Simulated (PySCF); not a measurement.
Predicted microwave data (PySCF 2.14.0, PBE0-D3(BJ)/def2-SVP geometry optimisation, gas phase) for one isomer of C8H13N:

* Rotational constants: A = 3574, B = 937.9, C = 790.1 MHz
* Dipole components: |μa| = 3.51 D, |μb| = 1.92 D, |μc| = 0.76 D
* Inertial defect: -40.67 u·Å²
* κ: -0.89

Question: Which candidate fits, each taken in the one conformer that was computed?
A. `[CH:1]1=[CH:2][CH2:3][N:4]([CH:5]2[CH2:6][CH2:7][CH2:8]2)[CH2:9]1` with C3–N4–C5–C6 167°, C1–C2–C3–N4 -13°, C2–C3–N4–C5 155°, N4–C5–C6–C7 -140°, C5–C6–C7–C8 20°
B. `[CH2:1]=[N:2][C@@H:3]1[CH2:4][CH2:5][CH2:6][C:7](=[CH2:8])[CH2:9]1` with C1–N2–C3–C4 -120°, N2–C3–C4–C5 -176°, C3–C4–C5–C6 56°, C4–C5–C6–C7 -53°, C5–C6–C7–C8 -125°
C. `[N:1]#[C:2][CH2:3][CH:4]1[CH2:5][CH2:6][CH2:7][CH2:8][CH2:9]1` with C2–C3–C4–C5 175°, C3–C4–C5–C6 180°, C4–C5–C6–C7 -55°, C5–C6–C7–C8 55°, C6–C7–C8–C9 -55° (2-cyclohexylacetonitrile)
D. `[CH3:1][N:2]([CH3:3])[C:4]1=[CH:5][CH2:6][CH2:7][CH:8]=[CH:9]1` with C4–C5–C6–C7 33°, C5–C6–C7–C8 -47°, C6–C7–C8–C9 33°, N2–C4–C9–C8 168°
E. `[CH3:1]/[CH:2]=[C:3](/[CH3:4])[C@H:5]1[CH:6]=[CH:7][CH2:8][NH:9]1` with C2–C3–C5–C6 -71°
F. `[CH2:1]=[CH:2][CH2:3]/[N:4]=[CH:5]\[CH2:6][CH:7]1[CH2:8][CH2:9]1` with C1–C2–C3–N4 -130°, C2–C3–N4–C5 94°, N4–C5–C6–C7 -177°, C5–C6–C7–C8 -154°

Answer: C. It is N#CCC1CCCCC1, an asymmetric top, point group C1. The candidates at the same level (rigid rotor, commonest isotopes):

| SMILES | A (MHz) | B (MHz) | C (MHz) | μa (D) | μb (D) | μc (D) | Δ (u·Å²) | point group | rotor |
| --- | --- | --- | --- | --- | --- | --- | --- | --- | --- |
| C1=CCN(C2CCC2)C1 | 4461 | 1035 | 877.8 | 0.25 | 0.00 | 0.46 | -25.97 | Cs | near-prolate asymmetric top |
| C/C=C(/C)[C@H]1C=CCN1 | 2438 | 1358 | 1107 | 0.24 | 0.74 | 0.61 | -123.00 | C1 | asymmetric top |
| N#CCC1CCCCC1 | 3574 | 937.9 | 790.1 | 3.51 | 1.92 | 0.76 | -40.67 | C1 | asymmetric top |
| CN(C)C1=CCCC=C1 | 3246 | 1169 | 917.7 | 0.59 | 0.23 | 0.40 | -37.37 | C1 | asymmetric top |
| C=CC/N=C\CC1CC1 | 3452 | 726.6 | 639.3 | 1.04 | 1.48 | 0.41 | -51.32 | C1 | near-prolate asymmetric top |
| C=N[C@@H]1CCCC(=C)C1 | 2819 | 1174 | 905.3 | 0.13 | 0.26 | 1.12 | -51.46 | C1 | asymmetric top |

`C/C=C(/C)[C@H]1C=CCN1` has B 45 % too high; `C=N[C@@H]1CCCC(=C)C1` has B 25 % too high; `C=CC/N=C\CC1CC1` has B 23 % too low; `C1=CCN(C2CCC2)C1` has A 25 % too high; `CN(C)C1=CCCC=C1` has B 25 % too high. No structure here is proved a minimum.
